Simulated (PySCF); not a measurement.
Te(F)(SiH3) (FH3SiTe), SMILES F[Te][SiH3]. The structure is a stationary point at B3LYP-D3(BJ)/def2-SVP. The def2 effective core potentials stand for the cores of Te; spin–orbit coupling is left out.

**Question.** Give the equilibrium geometry at B3LYP-D3(BJ)/def2-SVP (PySCF confirms it by a frequency run) as Cartesian coordinates in Å, and its point group. (The exact figures need the calculation; the answer reports its results.)

**Answer.** point group Cs.
```xyz
6

Te     0.3237    -0.5123     0.0000
F     -1.6031    -0.9206     0.0000
Si    -0.1316     1.9716     0.0000
H     -0.8911     2.3586     1.2187
H     -0.8911     2.3586    -1.2187
H      1.2198     2.6035     0.0000
```
Charge 0, spin multiplicity 1.
